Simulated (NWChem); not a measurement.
# C$_{2}$H$_{4}$F$_{2}$Si; SMILES F/C=C(/F)[SiH3]

Program: NWChem. Medium grid unless said otherwise, to which SCAN and Minnesota functionals are sensitive. All runs use the structure optimised with B3LYP/6-31G* (spherical d).

Among these, which level gives the highest value of “highest occupied level (eV)”?
A. B3LYP/def2-TZVP
B. PW6B95/def2-TZVP
C. PBE/def2-TZVP
D. PBE0/def2-TZVP

C, PBE/def2-TZVP. Values: PW6B95/def2-TZVP -7.75; PBE0/def2-TZVP -7.62; B3LYP/def2-TZVP -7.40; PBE/def2-TZVP -6.30
